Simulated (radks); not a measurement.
Gd II, configuration [Xe] 4f7 5d1 6s1.

Calculated with a radial shooting solver on a logarithmic mesh with Libxc functionals: Dirac Kohn-Sham, PBE, spin-unpolarised, spherical densities, point nucleus; open shells fill j = l - 1/2 first.

Energy parts (eV):
| part | energy |
|---|---|
| total | -306942.82 |
| kinetic | 334770.14 |
| electron-nucleus | -753704.17 |
| Hartree | 118785.11 |
| exchange-correlation | -6793.90 |

Orbitals (lengths in bohr, moments of r in powers of bohr; r(max) is where P^2 peaks):
1s1/2: occ. 2; eigenvalue (eV) -50057.90; <r> 0.02190; r(max) 0.01391; <1/r> 71.68; small-component weight 5.69e-02
2s1/2: occ. 2; eigenvalue (eV) -8265.743; <r> 0.09274; r(max) 0.07916; <1/r> 17.10; small-component weight 1.26e-02
2p1/2: occ. 2; eigenvalue (eV) -7848.321; <r> 0.07746; r(max) 0.05981; <1/r> 17.07; small-component weight 1.26e-02
2p3/2: occ. 4; eigenvalue (eV) -7152.433; <r> 0.08430; r(max) 0.06564; <1/r> 15.09; small-component weight 1.17e-02
3s1/2: occ. 2; eigenvalue (eV) -1836.898; <r> 0.2440; r(max) 0.2244; <1/r> 6.232; small-component weight 3.98e-03
3p1/2: occ. 2; eigenvalue (eV) -1656.157; <r> 0.2336; r(max) 0.2117; <1/r> 6.146; small-component weight 3.92e-03
3p3/2: occ. 4; eigenvalue (eV) -1513.411; <r> 0.2467; r(max) 0.2240; <1/r> 5.643; small-component weight 3.66e-03
3d3/2: occ. 4; eigenvalue (eV) -1201.608; <r> 0.2188; r(max) 0.1780; <1/r> 5.521; small-component weight 3.54e-03
3d5/2: occ. 6; eigenvalue (eV) -1170.512; <r> 0.2228; r(max) 0.1815; <1/r> 5.395; small-component weight 3.47e-03
4s1/2: occ. 2; eigenvalue (eV) -374.8123; <r> 0.5528; r(max) 0.5160; <1/r> 2.604; small-component weight 1.26e-03
4p1/2: occ. 2; eigenvalue (eV) -304.4673; <r> 0.5648; r(max) 0.5204; <1/r> 2.498; small-component weight 1.19e-03
4p3/2: occ. 4; eigenvalue (eV) -272.7128; <r> 0.5943; r(max) 0.5465; <1/r> 2.327; small-component weight 1.10e-03
4d3/2: occ. 4; eigenvalue (eV) -156.8955; <r> 0.6302; r(max) 0.5543; <1/r> 2.109; small-component weight 9.32e-04
4d5/2: occ. 6; eigenvalue (eV) -151.1560; <r> 0.6406; r(max) 0.5628; <1/r> 2.067; small-component weight 9.07e-04
5s1/2: occ. 2; eigenvalue (eV) -55.8527; <r> 1.334; r(max) 1.197; <1/r> 0.9999; small-component weight 2.70e-04
5p1/2: occ. 2; eigenvalue (eV) -36.5326; <r> 1.495; r(max) 1.304; <1/r> 0.8824; small-component weight 2.14e-04
5p3/2: occ. 4; eigenvalue (eV) -32.1884; <r> 1.590; r(max) 1.380; <1/r> 0.8217; small-component weight 1.91e-04
4f5/2: occ. 6; eigenvalue (eV) -15.1605; <r> 0.8606; r(max) 0.5650; <1/r> 1.529; small-component weight 5.35e-04
4f7/2: occ. 1; eigenvalue (eV) -14.4079; <r> 0.8734; r(max) 0.5698; <1/r> 1.511; small-component weight 5.25e-04
6s1/2: occ. 1; eigenvalue (eV) -9.2425; <r> 3.668; r(max) 3.220; <1/r> 0.3436; small-component weight 3.69e-05
5d3/2: occ. 1; eigenvalue (eV) -8.5293; <r> 2.529; r(max) 1.901; <1/r> 0.5164; small-component weight 7.64e-05
5d5/2: occ. 0; eigenvalue (eV) -8.2188; <r> 2.596; r(max) 1.947; <1/r> 0.5025; small-component weight 7.24e-05

The highest occupied level is 5d3/2 at -8.529 eV. Summed over all electrons, <r^2> = 59.10 bohr^2, which gives a Langevin (diamagnetic) susceptibility term of -46.8 x 10^-6 cm^3/mol. The density falls to 0.001 e/bohr^3 at r = 4.59 bohr.
